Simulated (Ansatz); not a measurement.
Geometry optimisation, RKS PBE/def2-SVP in Ansatz.

Input:

```yaml
crystal:
  periodic: [false, false, false]
  atoms:
    - { symbol: C, position_ang: [-1.5481, 0.724, 2.1251] }
    - { symbol: S, position_ang: [0.1438, 0.7357, 1.6457] }
    - { symbol: Si, position_ang: [0.0701, 0.2173, -0.4599] }
    - { symbol: C, position_ang: [-0.356, -1.5363, -0.6022] }
    - { symbol: Si, position_ang: [2.1741, 0.473, -1.4506] }
    - { symbol: H, position_ang: [-1.6813, 1.0596, 3.1669] }
    - { symbol: H, position_ang: [-2.0253, -0.2137, 1.9807] }
    - { symbol: H, position_ang: [-2.1052, 1.5241, 1.5134] }
    - { symbol: H, position_ang: [-0.8991, 1.1171, -1.0512] }
    - { symbol: H, position_ang: [-0.4867, -1.8529, -1.6242] }
    - { symbol: H, position_ang: [0.2554, -2.2241, -0.0719] }
    - { symbol: H, position_ang: [-1.401, -1.6932, -0.1414] }
    - { symbol: H, position_ang: [2.5904, 1.9167, -1.3567] }
    - { symbol: H, position_ang: [3.1552, -0.3951, -0.7752] }
    - { symbol: H, position_ang: [2.0918, 0.097, -2.8692] }
basis:
  gaussian: { orbitals: def2-SVP }
hamiltonian:
  xc: pbe
relax:
  f_tol: 0.015
  max_steps: 40
```

Command:

```bash
$ ansatz run input.yaml --threads 2 --pin off --max-ram 3072MiB --backend cpu --events-out ev --progress --plain --runs-dir out
```

**Question.** Where does it end, and by what steps?

**Answer.** The forces met the threshold. After 7 steps the energy has fallen by 0.470 eV; H14 moved furthest, 0.19 Å.

```
step  energy less start (eV)  largest force component (eV/Å)  accepted
   0                  0.0000                           3.136       yes
   1                 -0.3478                           0.974       yes
   2                 -0.4554                           0.385       yes
   3                 -0.4659                           0.179       yes
   4                 -0.4665                           0.100       yes
   5                 -0.4684                           0.064       yes
   6                 -0.4699                           0.021       yes
   7                 -0.4701                           0.004       yes
```

```xyz
15
Properties=species:S:1:pos:R:3
C -1.526 0.786 2.135
S 0.231 0.821 1.593
Si 0.050 0.183 -0.470
C -0.511 -1.620 -0.643
Si 2.195 0.528 -1.386
H -1.540 1.151 3.180
H -1.943 -0.240 2.114
H -2.151 1.458 1.514
H -0.953 1.069 -1.174
H -0.594 -1.898 -1.715
H 0.210 -2.305 -0.155
H -1.506 -1.772 -0.175
H 2.581 1.981 -1.324
H 3.221 -0.279 -0.635
H 2.214 0.087 -2.828
```

Run time: 11 s on 2 threads of AMD EPYC 9R45 96-Core Processor (Zen 5), on a shared host, peak memory 0.2 GiB.
